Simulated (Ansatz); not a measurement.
Ansatz (a quantum-chemistry and plane-wave program) input (B3LYP-D3(BJ)/def2-TZVP):

Ansatz 0.2 input:
```yaml
crystal:
  periodic: [false, false, false]
  atoms:
    - {symbol: C, position_ang: [2.01855802, -1.13370752, -0.37942334]}
    - {symbol: C, position_ang: [1.73335270, 0.07846575, 0.43843784]}
    - {symbol: C, position_ang: [0.53047178, 0.72510090, 0.61154339]}
    - {symbol: C, position_ang: [-0.73690464, 0.43358348, 0.14167056]}
    - {symbol: C, position_ang: [-1.87049005, 1.35881627, 0.44400852]}
    - {symbol: C, position_ang: [-1.09694174, -0.77128347, -0.66653299]}
    - {symbol: H, position_ang: [1.50317298, -1.10361284, -1.33664249]}
    - {symbol: H, position_ang: [3.08798210, -1.21613009, -0.56396821]}
    - {symbol: H, position_ang: [1.70482392, -2.04347321, 0.13975954]}
    - {symbol: H, position_ang: [2.58411881, 0.49545299, 0.95797257]}
    - {symbol: H, position_ang: [0.58872555, 1.61959276, 1.22380718]}
    - {symbol: H, position_ang: [-2.36097370, 1.67410007, -0.47933279]}
    - {symbol: H, position_ang: [-2.62614907, 0.85461554, 1.05142221]}
    - {symbol: H, position_ang: [-1.53589372, 2.24450835, 0.97825868]}
    - {symbol: H, position_ang: [-0.78775444, -0.65200226, -1.70752869]}
    - {symbol: H, position_ang: [-0.62096807, -1.66816714, -0.27821808]}
    - {symbol: H, position_ang: [-2.17534831, -0.91926591, -0.65886161]}
basis:
  gaussian:
    orbitals: def2-TZVP
hamiltonian:
  xc: b3lyp
  dispersion: d3bj
magnetization: {spin_polarized: true, initial_magnetization: 1}
relax: {f_tol: 0.002, max_steps: 150}
```

End of the output:

```
Atom 3 at    -0.745556     0.427661     0.151205 Å, force    -0.001224    -0.000313     0.000381 eV/Å
Atom 4 at    -1.864525     1.389887     0.407297 Å, force    -0.000087    -0.000286     0.000355 eV/Å
Atom 5 at    -1.120014    -0.781085    -0.652702 Å, force    -0.000168     0.000020    -0.000409 eV/Å
Atom 6 at     1.547593    -1.118121    -1.335222 Å, force     0.000116    -0.000215    -0.000241 eV/Å
Atom 7 at     3.123739    -1.206594    -0.551043 Å, force    -0.000364     0.000131    -0.000015 eV/Å
Atom 8 at     1.757082    -2.077401     0.123681 Å, force    -0.000319     0.000495    -0.000151 eV/Å
Atom 9 at     2.574061     0.480835     1.014833 Å, force    -0.000115     0.000162    -0.000124 eV/Å
Atom 10 at     0.582804     1.604133     1.247817 Å, force     0.000104    -0.000010    -0.000108 eV/Å
Atom 11 at    -2.300888     1.744900    -0.534401 Å, force     0.000086     0.000194    -0.000015 eV/Å
Atom 12 at    -2.682056     0.910212     0.958197 Å, force     0.000161     0.000091    -0.000212 eV/Å
Atom 13 at    -1.535709     2.260729     0.974161 Å, force     0.000002     0.000037     0.000005 eV/Å
Atom 14 at    -1.100665    -0.566477    -1.728804 Å, force     0.000139    -0.000339     0.000907 eV/Å
Atom 15 at    -0.467019    -1.630709    -0.475221 Å, force    -0.000438     0.000485    -0.000322 eV/Å
Atom 16 at    -2.143144    -1.087655    -0.418995 Å, force     0.000839     0.000004    -0.000305 eV/Å
Dipole moment:    -0.061835    -0.051183    -0.058418 e Å
```

It need not be the lowest isomer of its formula.
